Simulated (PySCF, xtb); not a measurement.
Si(H)(Me)2(OH) (C2H8OSi), SMILES C[SiH](C)O.

GFN2-xTB (xtb) at its own geometry gives an orbital gap of 6.80 eV and a dipole moment of 1.71 D.

Geometry optimised at B3LYP-D3(BJ)/def2-SVP. Other conformers were not sampled.

Q: What does PBE/def2-TZVP (PySCF) give? (Estimate from the structure and the level; the computed values follow.)

A: gap 6.55 eV (levels -6.70 and -0.15 eV), dipole 1.88 D.
